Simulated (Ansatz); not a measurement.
Reaction (redistribution): `[NH]=[Ta]([NH2])([OH])[OH]` + `CB(N)[SiH2][SiH3]` → `[NH]=[Ta]([NH2])([NH2])[OH]` + `CB(O)[SiH2][SiH3]`

Isolated molecules relaxed with PBE0-D4/def2-TZVP in Ansatz; ΔE leaves out vibrations. CCSD(T)/CBS is the MP2 limit (def2-TZVPP, def2-QZVPP) plus CCSD(T) − MP2 in def2-TZVPP, frozen cores. DFT in def2-TZVPP. B3LYP here is the variant with VWN-RPA as its local correlation; programs differ in this. Elements past krypton have def2 core potentials. For Ta outer-core shells are correlated without core-valence functions, which leaves a few kJ/mol of doubt a bond. Each species was taken in one conformer, which may not be the lowest.

`[NH]=[Ta]([NH2])([OH])[OH]`:

Cartesian coordinates in Å:
```
N 1.611 -0.549 0.217
Ta -0.098 -0.226 -0.106
N -0.375 1.646 0.495
O -1.249 -1.416 0.864
O -0.520 -0.397 -1.970
H 2.571 -0.804 0.372
H -1.259 2.131 0.442
H 0.331 2.245 0.892
H -1.054 -2.079 1.524
H 0.040 -0.550 -2.729
```

`CB(N)[SiH2][SiH3]`:

Cartesian coordinates in Å:
```
C -1.428 -1.131 -0.866
B -0.410 -0.942 0.317
N 0.217 -2.041 0.896
Si 0.064 0.907 1.000
Si 1.287 2.073 -0.621
H -1.585 -2.177 -1.147
H -1.092 -0.591 -1.758
H -2.402 -0.700 -0.612
H 0.873 -1.976 1.656
H 0.050 -2.987 0.589
H -1.152 1.719 1.301
H 0.889 0.865 2.247
H 0.507 2.161 -1.888
H 1.624 3.458 -0.191
H 2.560 1.361 -0.923
```

`[NH]=[Ta]([NH2])([NH2])[OH]`:

```xyz
11

N     0.589   -1.721   -0.323
Ta    0.100   -0.099    0.189
N    -1.875   -0.016   -0.064
N     1.073    1.170   -1.000
O     0.507    0.332    2.016
H     0.904   -2.656   -0.516
H    -2.441   -0.741   -0.475
H    -2.449    0.786    0.157
H     1.009    2.176   -0.941
H     1.658    0.907   -1.777
H     0.925   -0.139    2.734
```

`CB(O)[SiH2][SiH3]`:

```xyz
14

C    -0.388    1.651   -1.293
B    -0.342    1.215    0.208
O    -1.176    1.843    1.077
Si    0.886   -0.284    0.850
Si    0.150   -2.344    0.016
H    -0.656    0.801   -1.931
H     0.603    1.970   -1.634
H    -1.099    2.460   -1.475
H    -1.101    1.539    1.985
H     0.908   -0.370    2.344
H     2.291   -0.083    0.390
H     0.129   -2.309   -1.472
H    -1.233   -2.626    0.490
H     1.029   -3.465    0.448
```

(1) Is it downhill or uphill in electronic energy at CCSD(T)/CBS, and by how much? (Best estimate.)

(2) What do these levels give: PBE-D4, PBE0-D4, B3LYP-D4, PBE, PBE0, B3LYP, HF/def2-TZVPP, MP2/def2-TZVPP, SCS-MP2/def2-TZVPP, CCSD(T)/def2-TZVPP, HF/CBS(def2), CCSD/CBS(def2)? (An estimate is asked.)

Largest T1 diagnostic among the species: 0.018.

Results:

(1) Computed: Uphill: ΔE = +0.56 eV.

(2) Ansatz gave: PBE-D4 0.59, PBE0-D4 0.59, B3LYP-D4 0.59, PBE 0.58, PBE0 0.59, B3LYP 0.59, HF/def2-TZVPP 0.57, MP2/def2-TZVPP 0.57, SCS-MP2/def2-TZVPP 0.57, CCSD(T)/def2-TZVPP 0.56, HF/CBS(def2) 0.56, CCSD/CBS(def2) 0.56 eV.
